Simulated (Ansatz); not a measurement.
# Four-centre ligand exchange

Start structure (ZnH3SOF, singlet), relaxed at PBE0-D4/def2-TZVP:

```json
{"atom": "Zn1", "x (Å)": "0.0993", "y (Å)": "-0.7709", "z (Å)": "0.7095"}
{"atom": "F2", "x (Å)": "0.3154", "y (Å)": "-0.6097", "z (Å)": "2.4578"}
{"atom": "O3", "x (Å)": "0.1043", "y (Å)": "-1.3493", "z (Å)": "-0.9916"}
{"atom": "H4", "x (Å)": "0.2698", "y (Å)": "2.2427", "z (Å)": "0.2731"}
{"atom": "S5", "x (Å)": "-0.8239", "y (Å)": "1.5350", "z (Å)": "-0.0543"}
{"atom": "H6", "x (Å)": "0.3876", "y (Å)": "-2.2553", "z (Å)": "-1.1237"}
{"atom": "H7", "x (Å)": "-0.3523", "y (Å)": "1.2076", "z (Å)": "-1.2709"}
```

The step: ZnHOF ([OH][Zn][F]) + H₂S → ZnH₂SO ([OH][Zn][SH]) + HF; bonds formed: F2–H4; dative contacts that become bonds: Zn1–S5; bonds broken: Zn1–F2, H4–S5. Computed with Ansatz 0.2.0 (basis: def2-TZVPP and def2-QZVPP); correlated methods freeze the cores. The 3s and 3p shells of Cu and Zn are frozen; filled d shells are correlated. Extrapolation: Hartree–Fock as exp(−7.88 √X), correlation as X^−2.97. Energies below are by CCSD(T) at an estimated basis limit (MP2 extrapolated from triple and quadruple zeta, plus CCSD(T) − MP2 in triple zeta).

(1) What are the electronic barrier and the energy of the step, from the start structure to the end structure? (To be estimated.)

T1 diagnostic: at most 0.016.

Answers

(1) By the calculation: Barrier 8.52 kcal/mol; step energy -3.21 kcal/mol (downhill); reverse barrier, their difference, 11.73 kcal/mol. Barrier and step energy count from the start structure, the reverse barrier from the end structure.

The saddle point: One imaginary mode of 514i cm⁻¹.
| pair | start (Å) | saddle (Å) | end (Å) |
| --- | --- | --- | --- |
| Zn1–S5 | 2.60 | 2.40 | 2.19 |
| F2–H4 | 3.59 | 1.35 | 0.95 |
| Zn1–F2 | 1.77 | 1.93 | 2.55 |
| H4–S5 | 1.34 | 1.50 | 2.21 |

Zero-point energy (harmonic, PBE0-D4): ZPE is 20.45 kcal/mol at the start and 19.18 kcal/mol at the saddle, so the barrier goes from 8.52 to 7.25 kcal/mol.

Exchanges of this kind with a chalcogen hydride build sulfide and selenide films.

Labels in which every atom is bracketed show which atoms are joined, not bond orders.

For scale, one of the runs: CCSD(T)/def2-TZVPP, 210 basis functions, launched by `ansatz run in.yaml --threads 4 --pin off --events-out ev --progress --plain --max-ram 9574MiB`. Time: 90 s of wall clock on 4 CPU threads of an Arm Neoverse V1; the host was shared. Peak host memory: 2.9 GiB.
